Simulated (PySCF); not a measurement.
PySCF input file for CH₄N₂O₂Si, SMILES N#CO[Si@H](O)N, TPSSh-D3(BJ)/def2-SVP. 

```python
import numpy as np
from pyscf import gto, scf, dft
import os
os.environ['JAX_PLATFORMS'] = 'cpu'
from ase import Atoms, units
from ase.calculators.calculator import Calculator, all_changes
from sella import Sella

mol = gto.M(
    atom='''
    N     2.87719411   -0.54821062   -0.46449549
    C     1.81807685   -0.11313116   -0.47673269
    O     0.66129994    0.36069576   -0.50983831
    Si   -0.67287230    0.23102146    0.47487390
    N    -1.81336036    1.10003300   -0.43968634
    O    -1.10519625   -1.31708227    0.67578276
    H    -0.35890165    0.87399015    1.73892566
    H    -1.67130464    1.27943468   -1.41891494
    H    -2.78790069    1.05893188   -0.20578533
    H    -0.56580769   -1.97953484    1.09965333
    ''',
    basis='def2-SVP',
    charge=0,
    spin=0,
    max_memory=1600,
    verbose=3,
)
mf = dft.RKS(mol, xc='tpssh').density_fit(auxbasis='def2-universal-jkfit')
mf.disp = 'd3bj'
mf.grids.level = 4
mf.conv_tol = 1e-9
mf.max_cycle = 100
mf.kernel()
grad = mf.nuc_grad_method()
grad.grid_response = mol.nao <= 150
scan = grad.as_scanner()
scan.verbose = scan.base.verbose = 0
class SCF(Calculator):
    implemented_properties = ['energy', 'forces']
    def calculate(self, atoms=None, properties=None, system_changes=all_changes):
        super().calculate(atoms, properties, system_changes)
        e, g = scan(mol.set_geom_(self.atoms.positions, unit='Angstrom', inplace=False))
        assert scan.converged
        self.results = {'energy': float(e) * units.Hartree, 'forces': -np.asarray(g) * units.Hartree / units.Bohr}
atoms = Atoms(mol.elements, mol.atom_coords(unit='Angstrom'), calculator=SCF())
conv = Sella(atoms, order=0, internal=True, allow_fragments=True).run(fmax=0.002, steps=150)
mol_eq = mol.set_geom_(atoms.positions, unit='Angstrom', inplace=False)
print(mol_eq.tostring(format='xyz'))
mf.reset(mol_eq)
mf.verbose = 3
mf.kernel()
```

Log of the run:

```
converged SCF energy = -589.738399966179
     Step          Energy         fmax         cmax       rtrust          rho
Sella   0   -16047.599255       2.9364       0.0000       0.1000       1.0000
Sella   1   -16047.732695       2.9364       0.0000       0.1150       1.0348
Sella   2   -16047.756186       0.8262       0.0000       0.1150       1.4627
Sella   3   -16047.772137       0.4460       0.0000       0.1150       1.2123
Sella   4   -16047.781655       0.2096       0.0000       0.1150       1.3748
Sella   5   -16047.788756       0.3000       0.0000       0.1150       1.3982
Sella   6   -16047.794416       0.2525       0.0000       0.1150       1.3552
Sella   7   -16047.799654       0.0952       0.0000       0.1150       1.5049
Sella   8   -16047.806826       0.2079       0.0000       0.1150       1.2844
Sella   9   -16047.816471       0.2442       0.0000       0.1150       1.0875
Sella  10   -16047.825050       0.1774       0.0000       0.1150       1.0441
Sella  11   -16047.833113       0.1200       0.0000       0.1150       1.0442
Sella  12   -16047.841055       0.1169       0.0000       0.1150       1.0544
Sella  13   -16047.848348       0.1568       0.0000       0.1322       1.0340
Sella  14   -16047.855532       0.1702       0.0000       0.1322       0.8436
Sella  15   -16047.861037       0.0987       0.0000       0.1521       0.9930
Sella  16   -16047.865187       0.1203       0.0000       0.1521       1.0684
Sella  17   -16047.868208       0.1263       0.0000       0.1521       1.2375
Sella  18   -16047.870895       0.1004       0.0000       0.1521       1.2777
Sella  19   -16047.872329       0.1130       0.0000       0.1521       1.0490
Sella  20   -16047.872618       0.0908       0.0000       0.1521       1.0636
Sella  21   -16047.872717       0.0411       0.0000       0.1521       1.3521
Sella  22   -16047.872759       0.0197       0.0000       0.1521       1.2633
Sella  23   -16047.872771       0.0091       0.0000       0.1521       1.3414
Sella  24   -16047.872776       0.0067       0.0000       0.1521       1.3302
Sella  25   -16047.872779       0.0050       0.0000       0.1521       1.3951
Sella  26   -16047.872780       0.0026       0.0000       0.1521       1.3132
10
XYZ from PySCF
N           2.64313088       -1.02721973       -0.23256972
C           1.80375497       -0.21248256       -0.20450562
O           0.86875366        0.66253913       -0.16712273
Si         -0.70842885        0.29216748        0.50601273
N          -1.95487934        0.91668899       -0.44771239
O          -0.77380604       -1.35355480        0.51184841
H          -0.70028449        0.97108468        1.81215463
H          -2.22582573        0.52154994       -1.34345113
H          -2.37527205        1.82299717       -0.26899297
H           0.05585501       -1.85192560        0.58534214
converged SCF energy = -589.748451833311
```

The calculation finished and met its thresholds.
